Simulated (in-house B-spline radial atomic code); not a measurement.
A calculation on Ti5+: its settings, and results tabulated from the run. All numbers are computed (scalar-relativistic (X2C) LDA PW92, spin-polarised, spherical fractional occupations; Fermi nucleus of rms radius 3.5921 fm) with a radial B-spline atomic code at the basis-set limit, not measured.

Command:
```bash
python run_scf.py task.json out
```
Settings (nuclear radius in fm, mass in u):
```
Z                22
configuration    [Ne] 3s2 3p5
hamiltonian      x2c
method           lda,pw
spin_polarised   True
nucleus          fermi
rms_radius       3.5921
atomic_mass      47.94794
speed_of_light   137.035999084
```

Output (hartree, bohr):
```
 radial grid: 66 intervals, B-splines of order 8, outer radius 12.1053 bohr

 iter        energy (Eh)    residual
    1        -840.349924    4.47e-01
    2        -843.953711    1.82e-01
    3        -844.499535    5.58e-02
    4        -844.558062    1.87e-02
    5        -844.563515    7.29e-03
    6        -844.564482    3.35e-04
    7        -844.564484    4.27e-06
    8        -844.564484    1.26e-07

 total energy                      -844.56448
 kinetic                             852.3746
 electron-nucleus                  -1961.8936
 Hartree                             302.7837
 exchange-correlation                -37.8292

 orbital      occ     eigenvalue          <r>       <r^2>       <1/r>       <r^4>     <1/r^3>       r_max
 1s up      1.000      -181.3400     0.069473  0.00650346     21.9716 0.000109269           -     0.04536
 1s down    1.000      -181.3230    0.0694693  0.00650279     21.9726 0.000109249           -     0.04535
 2s up      1.000       -22.6727     0.325378    0.125251     4.56947   0.0276028           -      0.2694
 2s down    1.000       -22.6560     0.325267    0.125142     4.57016   0.0275336           -      0.2694
 2p up      3.000       -19.3184     0.289888    0.103673     4.45209   0.0221105     266.351      0.2193
 2p down    3.000       -19.2977     0.289821    0.103598     4.45221    0.022056     266.312      0.2194
 3s up      1.000        -4.9836     0.954687     1.04286     1.48532     1.68334           -      0.8482
 3s down    1.000        -4.9256     0.956842     1.04809     1.48188     1.70431           -      0.8487
 3p up      3.000        -4.0794     0.993136      1.1446     1.38001     2.12209     37.1532      0.8652
 3p down    2.000        -4.0232     0.996554     1.15331     1.37568     2.16139     36.9208      0.8661
```

Run time, properties included: 0.21 s on 1 thread of Arm Neoverse V1, on a shared host.
